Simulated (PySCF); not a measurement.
C$_{6}$H$_{14}$O, triplet, at the geometry of the source list (a higher spin typed on purpose: for a closed-shell molecule this is an excited state), with bond 10-1 at 1.6 times its length. Base run: DF-TPSS/def2-SV(P) (PySCF).

The PySCF input:
```python
from pyscf import gto, scf, dft

mol = gto.M(
    atom='''
C    -2.320300    0.600200   -0.728500
C    -1.142600    0.379500    0.220300
C    -1.481400   -0.712200    1.229700
C     0.115100    0.034700   -0.585700
C     1.416900    0.050600    0.224200
C     2.627200    0.228800   -0.695200
O     1.512300   -1.164800    0.942000
H    -3.215800    0.860200   -0.167800
H    -2.524000   -0.305300   -1.296800
H    -1.984620    1.889480   -1.850260
H    -0.958400    1.314600    0.763100
H    -2.362800   -0.437600    1.808400
H    -1.684200   -1.650700    0.715500
H    -0.651200   -0.875500    1.910700
H     0.214700    0.754800   -1.400400
H     0.004300   -0.960300   -1.020200
H     1.389000    0.893100    0.937700
H     2.581800    1.187900   -1.204000
H     3.552400    0.189100   -0.120200
H     2.648500   -0.565500   -1.438700
H     2.389100   -1.227800    1.335300
''',
    basis='def2-sv(p)',
    charge=0,
    spin=2,
    verbose=4,
)

mf = dft.UKS(mol)
mf.xc = 'tpss'
mf = mf.density_fit(auxbasis='def2-universal-jkfit')
mf.kernel()
mf.analyze()
```

Variants of this job, named by their change:

```tsv
change	ΔE vs base (µEh)	SCF cycles	<S^2>	outcome
base	0.0	14	2.004	converged
conv_tol = 1e-4	3.0	9	2.004	converged
diis = off; damp = 0.6 (with mf.diis_start_cycle = 200; with mf.max_cycle = 150)	-	-	-	cut at the time limit
DIIS = EDIIS	-	-	-	cut at the time limit
level_shift = 0.3 (with mf.max_cycle = 100)	-	-	-	cut at the time limit
```

Open shells are given as the SCF converged; they aren't shown to be the lowest states, and a large step between rows can be another state.
